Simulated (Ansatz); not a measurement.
System: NbO$_{3}$, charge 0, multiplicity 2. The spin state was set by rule; other spins were not relaxed. 
Structure (B3LYP-D3(BJ)/def2-TZVP (Ansatz, a program for electronic structure) minimum search):
SMILES: [O]=[Nb]1[O][O]1
```xyz
4

Nb     0.0397    -0.2216    -0.2880
O     -0.0930    -1.6885     0.5902
O      0.6718     1.4083     0.5461
O     -0.7823     1.4161     0.3395
```
Charge 0, spin multiplicity 2.

Quantity: vertical electron affinity (to the triplet state of charge -1; a negative value means that the extra electron is unbound and the number depends on the basis; each state is the SCF solution reached for its spin), in eV. Correlated levels leave the core frozen unless marked. UHF or UKS for open shells. Spin-orbit coupling is left out. The frozen core is the preceding noble-gas configuration, with the filled d and f shells of earlier blocks. In def2 rows, elements after Kr have scalar-relativistic effective core potentials. Anions need diffuse functions: def2-D sets add few. 

```
level                 program  vertical electron affinity (eV)
--------------------  -------  -------------------------------
HF/def2-SVPD           Ansatz                             1.88
HF/def2-QZVPPD         Ansatz                             1.84
SVWN5/def2-TZVPD       Ansatz                             1.95
PBE/def2-TZVPD         Ansatz                             1.78
r2SCAN/def2-TZVPD      Ansatz                             1.91
B3LYP/def2-TZVPD       Ansatz                             1.91
PBE0/def2-TZVPD        Ansatz                             1.90
BHLYP/def2-TZVPD       Ansatz                             1.92
CAM-B3LYP/def2-TZVPD   Ansatz                             1.97
wB97M-V/def2-TZVPD     Ansatz                             1.80
wB97X-V/def2-TZVPD     Ansatz                             1.80
wB97X/def2-TZVPD       Ansatz                             1.70
B2PLYP/def2-TZVPD      Ansatz                             1.70
MP2/def2-SVPD          Ansatz                             1.64
SCS-MP2/def2-SVPD      Ansatz                             1.59
CCSD/def2-SVPD         Ansatz                             1.89
CCSD(T)/def2-SVPD      Ansatz                             1.81
```
